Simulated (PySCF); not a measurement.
C₃F₃, SMILES [C]#CC(F)(F)F, multiplicity 2.

Geometry optimised at PBE-D3(BJ)/def2-SVP. The isomer is the one that the SMILES or the coordinates give; other isomers of the formula were not compared.

Two levels are set side by side: PBE/def2-TZVP (PySCF) and CAM-B3LYP/def2-TZVP (PySCF). Same geometry, gas phase. Differences are taken from unrounded values.

```
quantity                      PBE
---------------------------  ----
α-spin orbital gap (eV)      6.51
β-spin orbital gap (eV)      1.00
dipole moment (D)            1.12
mean polarisability (bohr³)  39.5
```

Question: These are the PBE values. What does CAM-B3LYP give? (An estimate is asked for; the answer gives what the named calculation found.)

Answer: 
```
quantity                     CAM-B3LYP  PBE minus CAM-B3LYP
---------------------------  ---------  -------------------
α-spin orbital gap (eV)          11.56                -5.05
β-spin orbital gap (eV)           6.04                -5.04
dipole moment (D)                 1.45                -0.33
mean polarisability (bohr³)       35.2                  4.4
```

Loosely held outer electrons make PBE densities more polarisable. Differences between two approximate levels are no errors against the true value.

Rough cost on one machine, each run with all the roots and properties that it gave: CAM-B3LYP against PBE within a factor of 2.
